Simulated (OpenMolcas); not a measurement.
Computed levels of 3d4 in ions with 22 electrons, in cm-1 above 5D0.

* Program: OpenMolcas
* Method: CASSCF
* Basis: ANO-RCC-VTZP
* Scalar Hamiltonian: DKH2, point nucleus
* Spin-orbit coupling: state interaction with AMFI integrals over the reference wave functions, term energies averaged over their components

Active space for each ion: 4 electrons in 10 orbitals (3d 4d).

| Level | Fe4+ | Co5+ | Cu7+ |
| --- | --- | --- | --- |
| 5D1 | 153 | 218 | 389 |
| 5D2 | 450 | 639 | 1121 |
| 5D3 | 878 | 1238 | 2138 |
| 5D4 | 1422 | 1989 | 3384 |
| 3H4 | 26397 | 30361 | 36107 |
| 3H5 | 26735 | 30843 | 36987 |
| 3H6 | 27109 | 31364 | 37884 |
| 3P0(1) | 28126 | 32108 | 37397 |
| 3P1(1) | 29022 | 33389 | 39640 |

**Question.** Estimate 5D4, 3H4, 3H5 for Ni6+ from its neighbours Co5+ and Cu7+.

**Answer.** 5D4 is fine structure, which grows about as the fourth power of a screened charge, so the fourth roots are averaged: ((1989^0.25 + 3384^0.25) / 2)^4 = 2617. The calculation gives 2588, so the estimate is off by +1.1 %; the measured value is 2392 (Corliss and Sugar, J. Phys. Chem. Ref. Data 10, 197 (1981)).
3H4 is another term, which grows about linearly with the charge: (30361 + 36107) / 2 = 33234. The calculation gives 32947, so the estimate is off by +0.9 %; the measured value is 31672 (Corliss and Sugar, J. Phys. Chem. Ref. Data 10, 197 (1981)).
3H5 is another term, which grows about linearly with the charge: (30843 + 36987) / 2 = 33915. The calculation gives 33597, so the estimate is off by +0.9 %; the measured value is 32286 (Corliss and Sugar, J. Phys. Chem. Ref. Data 10, 197 (1981)).

Without dynamic correlation excited terms often stand tens of per cent too high (terms of higher spin than the ground term too low), and those without a measured partner can miss by more than the paired ones. Active for correlation alone: 4d; no level in the range computed is led by a configuration that fills it, so any true level of that kind is missing. Computed and measured levels are paired by configuration, term and J; levels that our copy of the source lacks, or whose pairing is in doubt (as where it misses far off the trend of its configuration), stay unpaired and out of the deviations. Only configurations of the active space appear.

A number in round brackets counts repeated terms of one configuration in the order of the reference energies.
